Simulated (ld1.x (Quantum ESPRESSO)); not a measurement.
**What one change does to a pseudopotential (S (Z = 16), TM)**

sulfur (S), norm-conserving Troullier–Martins (Kleinman–Bylander form), made with ld1.x (Quantum ESPRESSO) 7.5 (LDA (PZ), scalar-relativistic). Core [Ne], reference 3s2 3p4. Waves: 3s (bound): rc 1.05 bohr; 3d channel at 0.45 Ry: rc 1.15 bohr; 3p (bound): rc 1.05 bohr. Local part: the p channel. Core correction: a·sin(br)/r model core, default radius (core density twice the valence density).

All-electron outer shells of the reference configuration (LDA (PZ), scalar-relativistic, ld1.x):

```json
{"shell": "2s", "level (eV)": "-210.79", "outermost node (bohr)": "0.13", "outermost maximum (bohr)": "0.39"}
{"shell": "2p", "level (eV)": "-156.52", "outermost node (bohr)": "–", "outermost maximum (bohr)": "0.33"}
{"shell": "3s", "level (eV)": "-17.28", "outermost node (bohr)": "0.60", "outermost maximum (bohr)": "1.40"}
{"shell": "3p", "level (eV)": "-7.11", "outermost node (bohr)": "0.58", "outermost maximum (bohr)": "1.59"}
```

Change: all radii but the core radius scaled by about 1.05 (s 1.10, p 1.10, d 1.20 bohr).

Cutoffs: the cutoffs (Ry, on a coarse ladder) from which the occupation-weighted sum of valence levels, in a spherical-Bessel basis at the reference potential, stays within 10 and 1 mRy of its value at 400 Ry; they do not see the model core or the augmentation charge, which bear on the density cutoff. Errors are all-electron minus pseudo energies relative to the spin-unpolarised reference configuration.

Question: Predict the effect on cutoff, ghosts and configuration errors.

Answer: The potential gets softer (110 Ry and 230 Ry → 100 Ry and 180 Ry); of the 9 tests that both files solve, the error grows in 1 and shrinks in 3 by more than 15 % and 0.3 meV (median size 11.7 → 10.7 meV); neither file shows a bound ghost. A larger radius leaves more room for a smooth pseudo-wave, so fewer plane waves are needed.

| quantity | base | changed |
| --- | --- | --- |
| cutoff, loose | 110 Ry | 100 Ry |
| cutoff, tight | 230 Ry | 180 Ry |
| loose cutoff by channel (10 mRy a level) | s 60 Ry, p 90 Ry | s 50 Ry, p 80 Ry |
| bound ghosts | none | none |
| error for 3s2 3p3, meV [ΔE 11.86 eV] | +6.1 | +5.0 |
| error for 3s2 3p2, meV [ΔE 34.24 eV] | +37 | +31 |
| error for 3s2 3p1, meV [ΔE 68.39 eV] | +108 | +92 |
| error for 3s2 3p0, meV [ΔE 115.38 eV] | +220 | +189 |
| error for 3s1 3p4, meV [ΔE 22.66 eV] | +13 | +11 |
| error for 3s2 3p3.5, meV [ΔE 4.71 eV] | +1.1 | +0.9 |
| error for 3s1 3p5, meV [ΔE 10.24 eV] | +1.7 | +1.5 |
| error for 3s2 3p4 (spin-polarised), meV [ΔE -0.71 eV] | +3.1 | +3.7 |
| error for 3s2 3p3 (spin-polarised), meV [ΔE 9.90 eV] | +12 | +13 |
